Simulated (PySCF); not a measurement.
# P (phosphorus, neutral) across methods

[Ne] 3s1 3p3 3d1, high-spin 6D determinant (an excited configuration). All numbers are calculated (PySCF 2.14, no relativity, point nucleus, in aug-cc-pV(5+d)Z (8s7p6d4f3g2h, 136 functions)).

```
method  E (hartree)  mean ε 3s α (eV)  mean ε 3p α (eV)  mean ε 3d α (eV)  Σ⟨r²⟩ (bohr²)   ⟨S²⟩
   LDA    -339.4877           -18.661            -9.700            -0.074          44.89  8.750
r2SCAN    -340.7586           -19.757           -10.181            -0.069          44.63  8.750
   UHF   -340.27469           -27.583           -14.917            -1.856          44.20  8.750
  PBE0    -340.6401           -21.086           -11.120            -0.586          44.59  8.750
   PBE    -340.6070           -18.746            -9.708            -0.110          45.02  8.750
```

The outer electron is Rydberg-like, and this basis confines it to a smaller radius and binds it less than a complete one would.
